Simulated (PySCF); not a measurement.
Ligand exchange on a metal centre used in film growth or etching (Mo Cl-OH). All species are isolated molecules in the gas phase. One relaxed conformer stands for each flexible species; it need not be the lowest.

Computed with PBE-D3(BJ)/def2-TZVP // r2SCAN-D4/def2-SVP (PySCF 2.14.0). 

| species | coordination number | HOMO–LUMO gap (eV) | LUMO (eV) | charge on the central atom (Mulliken) (e) | mean distance from the central atom to its bonded neighbours (Å) |
|---|---|---|---|---|---|
| 0 of 6 Cl replaced by OH ([Mo(Cl)6]) | 6 | 1.56 | -6.26 | 0.69 | 2.308 |
| 1 of 6 Cl replaced by OH ([Mo(Cl)5(OH)]) | 6 | 1.48 | -6.10 | 0.83 | 2.241 |
| 4 of 6 Cl replaced by OH ([Mo(Cl)2(OH)4]) | 6 | 2.05 | -4.97 | 1.23 | 2.049 |
| 6 of 6 Cl replaced by OH ([Mo(OH)6]) | 6 | 3.00 | -4.11 | 1.40 | 1.913 |
